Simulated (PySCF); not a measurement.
# Correlation energy of Ca⁺ (calcium, charge +1)

[Ar] 3d1, 2D determinant (an excited configuration). All numbers are calculated (PySCF 2.14, no relativity, point nucleus, in def2-QZVPPD). Frozen: [Ne]; 9 electrons correlated.

```
  level  correlation energy (mhartree)
   CCSD                        -236.41
    (T)                          -6.24
CCSD(T)                        -242.65
```

Diagnostics: T1 = 0.0035, D1 = 0.0098, largest double amplitude 0.022.

Is a single reference adequate?

Yes: T1 lies below 0.03 and no double amplitude reaches 0.07.

This basis was not built for core-valence correlation, so the inner-shell part is incomplete.
